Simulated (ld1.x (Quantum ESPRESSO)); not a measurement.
Si (Z = 14): variants of one TM potential

Base potential:

Si, norm-conserving Troullier–Martins (Kleinman–Bylander form), made with ld1.x (Quantum ESPRESSO) 7.5 (PBEsol, scalar-relativistic). Core [Ne], reference 3s2 3p2. Waves: 3s (bound): rc 1.25 bohr; 3p (bound): rc 2.40 bohr. Local part: the p channel. Core correction: none.

Cutoffs, loose and tight: the cutoffs (Ry, on a coarse ladder) from which the occupation-weighted sum of valence levels, in a spherical-Bessel basis at the reference potential, stays within 10 and 1 mRy of its value at 400 Ry. They do not see the model core or the augmentation charge, which bear on the density cutoff. Test errors are all-electron minus pseudo excitation energies from the reference, over the configurations 3s2 3p1; 3s2 3p0; 3s1 3p0; 3s1 3p2; 3s0 3p4; 3s1 3p3; 3s2 3p1.5. A dash means not determined; rows that change the core or the reference have their own tests.

A true bound ghost makes a file unfit for plane-wave use even where its test errors are small: the radial tests pick states by their node count and pass the ghost by.

```tsv
change	outcome	cutoff, loose	cutoff, tight	bound ghosts	largest test error (meV)
base	generated	50 Ry	110 Ry	none	+81
all radii scaled by about 0.76 (s 0.94, p 1.82 bohr)	generated	300 Ry	300 Ry	s	+233
all radii scaled by about 1.07 (s 1.34, p 2.58 bohr)	generated	40 Ry	90 Ry	none	+67
all radii scaled by about 1.22 (s 1.52, p 2.94 bohr)	generated	15 Ry	40 Ry	none	+53
all radii scaled by about 1.29 (s 1.62, p 3.10 bohr)	generated	15 Ry	40 Ry	none	+50
all radii scaled by about 1.40 (s 1.76, p 3.36 bohr)	generated	15 Ry	40 Ry	none	+54
```

Problem. What comes out with this change to the base: all radii scaled by about 1.14 (s 1.42, p 2.74 bohr)?

Solution. outcome: generated; cutoff, loose: 30 Ry; cutoff, tight: 60 Ry; bound ghosts: none; largest test error (meV): +59.

Problem. What comes out with this change to the base: all radii scaled by about 0.91 (s 1.14, p 2.18 bohr)?

Solution. outcome: generated; cutoff, loose: 60 Ry; cutoff, tight: 180 Ry; bound ghosts: s; largest test error (meV): +111.

Problem. What comes out with this change to the base: all radii scaled by about 0.85 (s 1.06, p 2.04 bohr)?

Solution. outcome: generated; cutoff, loose: 160 Ry; cutoff, tight: 300 Ry; bound ghosts: s; largest test error (meV): +161.

Reading the sweep of the scale of all radii (base = 1) (base included, trends over the rows without a ghost): The loose cutoff falls from 50 Ry at 1 to 15 Ry at 1.4. A larger radius leaves more room for a smooth pseudo-wave, so fewer plane waves are needed; a smaller one forces it to follow the all-electron wave where it bends sharply. The median size of the test errors (rows with all tests solved) falls from 9.8 meV at 1 to 4.1 meV at 1.4. This runs against the usual rule that a larger radius transfers worse; these runs do not show why. Bound ghosts are found at 0.76, 0.85, 0.91.
